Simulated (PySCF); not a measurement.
Pb(H)(NH2) (H3NPb), SMILES [NH2][PbH] (connectivity only; charge and spin as stated), neutral, multiplicity 1.

Geometry: B3LYP-D3(BJ)/def2-TZVP. The def2 effective core potentials stand for the cores of Pb; spin–orbit coupling is left out.

Method: r2SCAN/def2-TZVPD run with PySCF.

The molecule is in vacuum.

```yaml
total_energy: -249.49979 hartree
point_group: Cs
highest_occupied_level: -5.93 eV
lowest_empty_level: -2.52 eV
orbital_gap: 3.41 eV
dipole_moment: 1.16 D
quadrupole, principal values (traceless, Buckingham form, about the centre of nuclear charge): -4.26, 1.15, 3.11 D·Å
mean_static_polarisability: 60.3 bohr³ (8.94 Å³)
polarisability_principal_values: 45.7, 64.7, 70.5 bohr³
```
